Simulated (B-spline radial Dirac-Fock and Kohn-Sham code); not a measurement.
X-ray scattering factor of Os

System: neutral osmium in the configuration 1s2 2s2 2p6 3s2 3p6 3d10 4s2 4p6 4d10 4f14 5s2 5p6 5d6 6s2.

Input file task.json (cfg lists n, l and occupation; rrms is the nuclear radius in fm):

```json
{"items": [{
  "Z": 76,
  "q": 0,
  "cfg": [[1, 0, 2], [2, 0, 2], [2, 1, 6], [3, 0, 2], [3, 1, 6], [3, 2, 10], [4, 0, 2], [4, 1, 6], [4, 2, 10], [4, 3, 14], [5, 0, 2], [5, 1, 6], [5, 2, 6], [6, 0, 2]],
  "A": 192,
  "rrms": 5.4126,
  "do": ["scatter"],
  "s": [0.0, 0.05, 0.1, 0.15, 0.2, 0.25, 0.3, 0.35, 0.4, 0.45, 0.5, 0.6, 0.7, 0.8, 0.9, 1.0, 1.1, 1.2, 1.4, 1.6, 1.8, 2.0, 2.5, 3.0, 3.5, 4.0, 5.0, 6.0],
  "pz": [0, 0.1, 0.2, 0.3, 0.4, 0.5, 0.6, 0.8, 1.0, 1.2, 1.4, 1.6, 1.8, 2.0, 2.5, 3.0, 4.0, 5.0, 7.0, 10.0, 15.0, 20.0, 30.0, 40.0, 60.0, 100.0],
  "hv_scatter": [1000, 2000, 5000, 8047.8, 10000, 17479.3, 20000, 30000, 50000, 100000, 200000, 500000, 1000000]
}]}
```

Command: `python xray_run.py task.json out`

Method: configuration-average Dirac-Fock orbitals. Computed with a B-spline atomic structure program. f₀ is the Fourier transform of the spherical electron density, S the Waller-Hartree incoherent function, and s = sin θ/λ. The electron scattering factor follows from the Mott-Bethe formula f_e = 0.023934 Å⁻¹·(Z − f₀)/s².

```
s (Å⁻¹)      f₀       S  f_e (Å)  tabulated f₀  tabulated S
      0  76.000   0.000        –        75.962        0.000
   0.05  74.808   1.574   11.407        74.821        1.661
    0.1  71.823   4.606    9.997        71.870        4.590
   0.15  68.087   7.418    8.417        68.091        7.244
    0.2  64.244  10.004    7.034        64.231        9.791
   0.25  60.524  12.511    5.926        60.551       12.294
    0.3  56.996  14.917    5.054        57.053       14.715
   0.35  53.683  17.207    4.360        53.725       17.058
    0.4  50.594  19.396    3.800        50.595       19.321
   0.45  47.729  21.489    3.341        47.695       21.489
    0.5  45.078  23.475    2.960        45.033       23.533
    0.6  40.347  27.063    2.370        40.345       27.177
    0.7  36.248  30.135    1.942        36.296       30.274
    0.8  32.655  32.813    1.621        32.705       32.981
    0.9  29.494  35.231    1.374        29.508       35.437
      1  26.729  37.468    1.179        26.704       37.719
    1.1  24.342  39.557    1.022        24.297       39.859
    1.2  22.311  41.520    0.892        22.271       41.875
    1.4  19.192  45.130    0.694        19.202       45.572
    1.6  17.037  48.376    0.551        17.082       48.853
    1.8  15.483  51.252    0.447        15.508       51.731
      2  14.238  53.735    0.370        14.211       54.211
    2.5  11.542  58.404    0.247        11.457       58.908
      3   9.141  61.587    0.178         9.163       62.134
    3.5   7.288  63.953    0.134         7.380       64.491
      4   6.058  65.816    0.105         6.105       66.314
      5   4.785  68.560    0.068         4.693       69.013
      6   4.038  70.445    0.048         4.071       70.902
```

Tabulated f₀: the analytical fit of Waasmaier and Kirfel, Acta Cryst. A51, 416 (1995); tabulated S: Hubbell et al., J. Phys. Chem. Ref. Data 4, 471 (1975). These are calculations too.

f₀ starts at the number of electrons, 76, and has fallen to half at s ≈ 0.66 Å⁻¹. The sum of ⟨r²⟩ over the electrons is 68.03 bohr². It fixes the forward electron scattering factor, f_e(0) = (a₀/3)Σ⟨r²⟩ = 12.001 Å.
